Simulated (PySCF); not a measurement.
**Spinor energies of Sm³⁵⁺ (samarium, charge +35)**

Start: [Ar] 3d9; 3d3/2 filled at m_j = -3/2, -1/2, +1/2, +3/2; 3d5/2 filled at m_j = -3/2, -1/2, +1/2, +3/2, +5/2. Calculated with PySCF 2.14 in an uncontracted even-tempered set (16 s from 6.6 bohr⁻², ratio 2.8; 12 p from 8.6 bohr⁻², ratio 2.8; 8 d from 8.6 bohr⁻², ratio 2.8; 3 f from 34 bohr⁻², ratio 3): generalised Hartree-Fock with the X2C-1e Hamiltonian and a Gaussian nucleus; one run each with spin-orbit coupling (SO) switched off, then screened by Boettger's factors.

```
spinor shell  electrons  ε, spin-free (eV)  ε, screened SO (eV)  weight of nominal j (screened SO)  rms radius, screened SO (bohr)
       1s1/2          2           -48562.2             -48554.2                              1.000                          0.0259
       2s1/2          2            -9261.2              -9258.6                              1.000                           0.105
       2p1/2          2            -8419.0              -8846.8                              1.000                          0.0897
       2p3/2          4            -8419.0              -8233.4                              1.000                          0.0958
       3s1/2          2            -3104.0              -3103.2                              1.000                           0.265
       3p1/2          2            -2833.4              -2929.3                              0.999                           0.256
       3p3/2          4            -2833.4              -2791.2                              1.000                           0.268
       3d3/2          4            -2487.7              -2505.5                              0.991                           0.238
       3d5/2          5            -2487.7              -2475.0                              0.993                           0.241
```

```json
{"quantity": "E (hartree)", "spin-free": "-9675.28104", "screened SO": "-9681.46102"}
{"quantity": "M_J", "spin-free": "5/2", "screened SO": "5/2"}
{"quantity": "⟨J²⟩", "spin-free": "8.750", "screened SO": "8.750"}
{"quantity": "⟨L²⟩", "spin-free": "6.000", "screened SO": "6.028"}
{"quantity": "⟨S²⟩", "spin-free": "0.750", "screened SO": "0.778"}
```

Each row is a mean over spinors that exchange with the open shell spreads, by up to 22.057 eV (3p3/2).

Breit and QED terms are absent; they matter most for the inner s and p1/2 levels.

Densities and radii are taken from the X2C orbitals without a picture-change correction, which distorts them close to the nucleus.

Without spin-orbit coupling the j labels of p, d and f shells carry no meaning; the spin-free column gives the mean over the occupied spinors of each nl shell.
